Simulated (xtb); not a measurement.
Input for xtb: GFN1-xTB on CH6OSi (SMILES CO[SiH3]), a point of a torsion scan.

```
$ xtb mol.xyz --gfn 1 --sp --chrg 0 --uhf 0
9

C      1.31609371    -0.05911189     0.12788971
O      0.47579937    -0.09642502    -0.98197812
Si    -0.82170133    -1.02788190    -1.25605791
H      1.79463165    -1.02865203     0.28990859
H      2.08561989     0.69262665    -0.05441982
H      0.76077467     0.20935474     1.03054072
H     -0.47097113    -2.45215742    -1.23308511
H     -1.17871700    -0.53334897    -2.57379753
H     -1.85886974    -0.81126883    -0.24141105
```

Q: What total energy does the run end on?

A: -11.9843 hartree.
